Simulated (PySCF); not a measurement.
C2H10N2Sn, SMILES C[NH][SnH2][NH]C (GFN2-xTB optimised geometry):

```
15

Sn    -0.579    -0.819     0.000
N     -1.074    -1.930    -1.600
C     -0.882    -1.463    -2.957
N     -1.321    -1.906     1.545
C     -2.431    -1.419     2.343
H      1.100    -0.819     0.000
H     -1.100     0.819     0.000
H     -1.979    -2.375    -1.512
H      0.110    -1.028    -3.046
H     -1.612    -0.713    -3.276
H     -0.943    -2.315    -3.636
H     -0.587    -2.224     2.164
H     -2.160    -0.611     3.030
H     -3.218    -1.057     1.684
H     -2.832    -2.247     2.927
```

Calculation: PBE0/def2-TZVP, def2 effective core potentials past Kr (PySCF).

### Question
What are the frontier orbital energies and the dipole moment?

### Answer
HOMO-2 -8.78 eV, HOMO-1 -6.53 eV, HOMO -6.30 eV, LUMO 0.09 eV, LUMO+1 0.29 eV; dipole moment 1.02 D.

On the same geometry PySCF with PBE/def2-TZVP, def2 effective core potentials past Kr gives HOMO-2 -7.49 eV, HOMO-1 -5.16 eV, HOMO -4.95 eV, LUMO -0.70 eV, LUMO+1 -0.54 eV; dipole moment 0.92 D.
